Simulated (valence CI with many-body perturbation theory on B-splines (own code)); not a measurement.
E1 transitions of Re XLII

Level of theory: valence CI with perturbative core correlation (CI+MBPT): six valence electrons over a frozen Dirac-Fock core [Ar] 3d10, a basis of 9 s, 9 p, 8 d, 6 f, 3 g, 1 h functions for each j, with the one-electron correlation potential Σ1 (screened to all orders), the two-electron term Σ2, the three-electron term Σ3, Breit, model QED; selected single and double excitations, second order for the rest, scaled by the run's own slope (own B-spline code, finite nucleus).

The last digits are not significant, and no measured levels were compared; by estimate large intervals hold to a few tenths of a per cent, small ones and those within an open d or f shell to about a per cent. Among the levels kept, up to 640 cm⁻¹ of a level comes from second order outside the variational space, and about a tenth of that is noise between levels of different J, which matters for small intervals.

Lines 1 to 50 of 85 in falling wavelength, among levels below 2522500 cm⁻¹, chosen from the strongest by gf and those to the six lowest levels. Wavelengths and rates use the calculated energies. Electric multipoles are in the length gauge with retardation, E1 and E2 with the static RPA response of the core. Weak lines are less certain than strong ones. Lines between different terms over intervals too small for the method are left out, as are lines whose strength nearly cancels. The highest levels of a list are the least certain.

Levels are named by their leading jj configuration (3d3/2^4 stands for four electrons in 3d with j = 3/2), which in mixed levels can hold well under half, so a name can repeat and another be missing. Letters in brackets count levels of one name in rising energy.

```csv
λ vac (nm),Upper,Lower,A (s⁻¹),S (a.u.)
130.7,(4s^2 4p3/2^4) J=0,(4s^2 4p1/2^2 4p3/2 4d5/2) J=1,4.31e+04,4.75e-05
106.4,(4s 4p1/2^2 4p3/2^3) J=1,(4s^2 4p3/2^4) J=0,3.44e+05,6.14e-04
27.46,(4s^2 4p1/2 4p3/2^2 4d3/2) J=1 [a],(4s^2 4p3/2^4) J=0,8.13e+06,2.49e-04
26.63,(4s^2 4p3/2^4) J=0,(4s^2 4p1/2^2 4p3/2 4d3/2) J=1,1.52e+06,1.41e-05
23.29,(4s^2 4p1/2^2 4p3/2 4d3/2) J=2,(4s^2 4p1/2 4p3/2^3) J=2,1.78e+07,5.55e-04
22.10,(4s^2 4p1/2^2 4p3/2 4d3/2) J=1,(4s^2 4p1/2 4p3/2^3) J=2,1.17e+08,1.87e-03
21.69,(4s^2 4p1/2^2 4p3/2 4d3/2) J=3,(4s^2 4p1/2 4p3/2^3) J=2,2.02e+06,7.12e-05
21.45,(4s^2 4p1/2^2 4p3/2 4d3/2) J=2,(4s^2 4p1/2 4p3/2^3) J=1,9.37e+06,2.28e-04
20.43,(4s^2 4p1/2^2 4p3/2 4d3/2) J=1,(4s^2 4p1/2 4p3/2^3) J=1,1.56e+07,1.98e-04
20.38,(4s^2 4p1/2^2 4p3/2 4d3/2) J=0,(4s^2 4p1/2 4p3/2^3) J=1,2.12e+07,8.86e-05
17.90,(4s^2 4p1/2 4p3/2^2 4d3/2) J=1 [b],(4s^2 4p3/2^4) J=0,1.45e+07,1.23e-04
17.24,(4s^2 4p1/2 4p3/2^2 4d5/2) J=1 [a],(4s^2 4p3/2^4) J=0,4.73e+08,3.58e-03
16.19,(4s^2 4p1/2^2 4p3/2 4d5/2) J=2,(4s^2 4p1/2 4p3/2^3) J=2,5.99e+08,6.27e-03
15.99,(4s^2 4p1/2 4p3/2^2 4d3/2) J=1 [c],(4s^2 4p3/2^4) J=0,7.65e+07,4.62e-04
15.28,(4s^2 4p1/2^2 4p3/2 4d5/2) J=2,(4s^2 4p1/2 4p3/2^3) J=1,6.91e+08,6.08e-03
13.75,(4s^2 4p1/2^2 4p3/2 4d5/2) J=3,(4s^2 4p1/2 4p3/2^3) J=2,4.59e+05,4.12e-06
13.57,(4s^2 4p1/2 4p3/2^2 4d5/2) J=1 [b],(4s^2 4p3/2^4) J=0,2.57e+08,9.49e-04
13.31,(4s^2 4p1/2^2 4p3/2 4d5/2) J=1,(4s^2 4p1/2 4p3/2^3) J=2,9.78e+08,3.41e-03
12.68,(4s^2 4p1/2^2 4p3/2 4d5/2) J=1,(4s^2 4p1/2 4p3/2^3) J=1,1.49e+08,4.51e-04
12.01,(4s 4p1/2^2 4p3/2^3) J=2,(4s^2 4p1/2 4p3/2^3) J=2,9.68e+09,4.14e-02
11.50,(4s 4p1/2^2 4p3/2^3) J=2,(4s^2 4p1/2 4p3/2^3) J=1,1.29e+10,4.85e-02
10.85,(4s 4p1/2^2 4p3/2^3) J=1,(4s^2 4p1/2 4p3/2^3) J=2,2.99e+10,5.64e-02
10.43,(4s 4p1/2^2 4p3/2^3) J=1,(4s^2 4p1/2 4p3/2^3) J=1,8.04e+09,1.35e-02
8.387,(4s^2 4p1/2 4p3/2^2 4d3/2) J=1 [a],(4s^2 4p1/2 4p3/2^3) J=2,6.47e+09,5.65e-03
8.380,(4s^2 4p1/2 4p3/2^2 4d3/2) J=2 [a],(4s^2 4p1/2 4p3/2^3) J=2,2.18e+09,3.16e-03
8.225,(4s^2 4p1/2^2 4p3/2 4d3/2) J=1,(4s^2 4p1/2^2 4p3/2^2) J=0,4.01e+09,3.31e-03
8.172,(4s^2 4p1/2 4p3/2^2 4d3/2) J=3 [a],(4s^2 4p1/2 4p3/2^3) J=2,1.58e+09,2.97e-03
8.136,(4s^2 4p1/2 4p3/2^2 4d3/2) J=1 [a],(4s^2 4p1/2 4p3/2^3) J=1,2.17e+09,1.73e-03
8.129,(4s^2 4p1/2 4p3/2^2 4d3/2) J=2 [a],(4s^2 4p1/2 4p3/2^3) J=1,1.54e+08,2.05e-04
8.124,(4s^2 4p1/2 4p3/2^2 4d3/2) J=0,(4s^2 4p1/2 4p3/2^3) J=1,1.27e+10,3.36e-03
7.904,(4s^2 4p1/2^2 4p3/2 4d3/2) J=2,(4s^2 4p1/2^2 4p3/2^2) J=2,9.56e+09,1.16e-02
7.762,(4s^2 4p1/2^2 4p3/2 4d3/2) J=1,(4s^2 4p1/2^2 4p3/2^2) J=2,1.33e+10,9.23e-03
7.711,(4s^2 4p1/2^2 4p3/2 4d3/2) J=3,(4s^2 4p1/2^2 4p3/2^2) J=2,3.05e+08,4.83e-04
7.674,(4s^2 4p1/2 4p3/2^2 4d3/2) J=2 [b],(4s^2 4p1/2 4p3/2^3) J=2,1.64e+09,1.83e-03
7.463,(4s^2 4p1/2 4p3/2^2 4d3/2) J=2 [b],(4s^2 4p1/2 4p3/2^3) J=1,5.79e+06,5.94e-06
7.351,(4s^2 4p1/2 4p3/2^2 4d5/2) J=3 [a],(4s^2 4p1/2 4p3/2^3) J=2,3.14e+08,4.31e-04
7.233,(4s^2 4p1/2 4p3/2^2 4d3/2) J=2 [c],(4s^2 4p1/2 4p3/2^3) J=2,1.93e+09,1.80e-03
7.216,(4s^2 4p1/2 4p3/2^2 4d3/2) J=3 [b],(4s^2 4p1/2 4p3/2^3) J=2,9.54e+08,1.24e-03
7.212,(4s^2 4p1/2 4p3/2^2 4d3/2) J=1 [b],(4s^2 4p1/2 4p3/2^3) J=2,9.14e+06,5.08e-06
7.101,(4s^2 4p1/2 4p3/2^2 4d5/2) J=1 [a],(4s^2 4p1/2 4p3/2^3) J=2,1.03e+10,5.48e-03
7.045,(4s^2 4p1/2 4p3/2^2 4d3/2) J=2 [c],(4s^2 4p1/2 4p3/2^3) J=1,3.48e+09,3.01e-03
7.025,(4s^2 4p1/2 4p3/2^2 4d3/2) J=1 [b],(4s^2 4p1/2 4p3/2^3) J=1,7.73e+08,3.97e-04
6.928,(4s^2 4p1/2 4p3/2^2 4d5/2) J=0,(4s^2 4p1/2 4p3/2^3) J=1,9.36e+09,1.54e-03
6.920,(4s^2 4p1/2 4p3/2^2 4d5/2) J=1 [a],(4s^2 4p1/2 4p3/2^3) J=1,8.74e+09,4.29e-03
6.881,(4s^2 4p1/2^2 4p3/2 4d5/2) J=2,(4s^2 4p1/2^2 4p3/2^2) J=2,4.14e+10,3.33e-02
6.879,(4s^2 4p1/2 4p3/2^2 4d3/2) J=1 [c],(4s^2 4p1/2 4p3/2^3) J=2,5.38e+09,2.59e-03
6.709,(4s^2 4p1/2 4p3/2^2 4d3/2) J=1 [c],(4s^2 4p1/2 4p3/2^3) J=1,6.74e+09,3.01e-03
6.692,(4s^2 4p1/2 4p3/2^2 4d5/2) J=2 [a],(4s^2 4p1/2 4p3/2^3) J=2,2.03e+09,1.50e-03
6.602,(4s^2 4p1/2^2 4p3/2 4d5/2) J=1,(4s^2 4p1/2^2 4p3/2^2) J=0,1.72e+11,7.33e-02
6.571,(4s^2 4p1/2 4p3/2^2 4d5/2) J=3 [b],(4s^2 4p1/2 4p3/2^3) J=2,1.29e+09,1.26e-03
```
